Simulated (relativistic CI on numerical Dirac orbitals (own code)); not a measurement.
# Ligand-field terms of d2

Computed with a parametric ligand-field model of a d^n configuration (Racah B and C, spin-orbit zeta, crystal field), exact diagonalisation.

Field parameters in Wybourne normalisation: D3d B²₀ = −7Dσ, B⁴₀ = −14Dq − 21Dτ, B⁴₃ = −14√(10/7) Dq; Oh B⁴₀ = 21Dq, B⁴₄ = √(5/14) B⁴₀; Td as Oh with Dq negative (B⁴₀ = 21Dq, B⁴₄ = √(5/14) B⁴₀). The field is a parameter set, without covalency.

Q: Ground term and bands for B = 840, C = 3010, ζ = 0 cm⁻¹, Oh, 10Dq = 30550 cm⁻¹?

A: Ground term 3T1 with 0.02 electrons in the two orbitals of the cubic e set. Spin-allowed: 3T2 28685 cm⁻¹ (349 nm), 3T1 39421 cm⁻¹ (254 nm), 3A2 59235 cm⁻¹ (169 nm). Lowest spin-forbidden: 1T2 11433 cm⁻¹ (875 nm), 1E 11575 cm⁻¹ (864 nm), 1A1 26055 cm⁻¹ (384 nm).

Q: A d2 ion in Td symmetry has the ground term 3A2 and bands at 3T2 4000 cm⁻¹ (2500 nm), 3T1 6885 cm⁻¹ (1453 nm), 1E 10162 cm⁻¹ (984 nm), 1T2 13780 cm⁻¹ (726 nm), 3T1 15315 cm⁻¹ (653 nm), 1A1 15994 cm⁻¹ (625 nm). Which parameters reproduce them?

A: B = 680, C = 2660, ζ = 0 cm⁻¹, Td, 10Dq = -4000 cm⁻¹.

Q: Ground term and bands for B = 490, C = 1920, ζ = 0 cm⁻¹, Oh, 10Dq = 31850 cm⁻¹?

A: Ground term 3T1 with 0.01 electrons in the two orbitals of the cubic e set. Spin-allowed: 3T2 30617 cm⁻¹ (327 nm), 3T1 36734 cm⁻¹ (272 nm), 3A2 62467 cm⁻¹ (160 nm). Lowest spin-forbidden: 1T2 6925 cm⁻¹ (1444 nm), 1E 6971 cm⁻¹ (1434 nm), 1A1 16368 cm⁻¹ (611 nm).

Q: Ground term and bands for B = 430, C = 1530, ζ = 0 cm⁻¹, D3d, 10Dq = 21700, Dσ = 1200, Dτ = 120 cm⁻¹?

A: Ground term 3E with 0.00 electrons in the two orbitals of the cubic e set. Spin-allowed: 3A2 3699 cm⁻¹ (2703 nm), 3E 20935 cm⁻¹ (478 nm), 3A1 23938 cm⁻¹ (418 nm), 3E 27829 cm⁻¹ (359 nm). Lowest spin-forbidden: 1A1 2867 cm⁻¹, 1E 5689 cm⁻¹ (1758 nm), 1E 9725 cm⁻¹ (1028 nm).

Q: Ground term and bands for B = 350, C = 1630, ζ = 0 cm⁻¹, Oh, 10Dq = 39600 cm⁻¹?

A: Ground term 3T1 with 0.00 electrons in the two orbitals of the cubic e set. Spin-allowed: 3T2 38653 cm⁻¹ (259 nm), 3T1 42956 cm⁻¹ (233 nm), 3A2 78253 cm⁻¹ (128 nm). Lowest spin-forbidden: 1T2 5425 cm⁻¹ (1843 nm), 1E 5444 cm⁻¹ (1837 nm), 1A1 13081 cm⁻¹ (764 nm).
